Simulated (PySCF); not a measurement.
Problem. Write a Z-matrix for `[CH3][Bi]([CH3])[Br]` (BiMe2Br) as optimised with PBE0-D3(BJ)/def2-SVP.

Solution. 
Z-matrix in Å and degrees, rows numbered from 1:
```
Bi
C   1  2.2644
H   2  1.0980  1  107.85
H   2  1.0984  1  108.96  3  -119.16
H   2  1.0996  1  109.72  3   120.31
C   1  2.2642  2   93.58  3   -50.70
H   6  1.0985  1  108.38  2   159.42
H   6  1.0978  1  108.51  2    40.23
H   6  1.0998  1  109.75  2   -80.54
Br  1  2.6292  2   92.21  3    41.52
```

Bi1 (bismuth bonded to Br and 2 C) is pyramidal (angles 93.6°, 92.2° and 92.1°, sum 277.9°, 1.30 Å off the plane of its three neighbours).

Computed with PBE0-D3(BJ)/def2-SVP geometry optimisation, gas phase, def2 core potentials past Kr in PySCF 2.14.0.

Point group: near Cs, missed by 0.21 Å at most; the miss may be what the optimiser left on a soft mode. Whether it is a minimum is left open (no frequencies).

Hardware: one thread of an Arm Neoverse N1, shared host with 64 logical CPUs at a one-minute load of 61. Cost: 2.8 min wall, 0.47 GiB resident at most. This is the geometry optimisation.
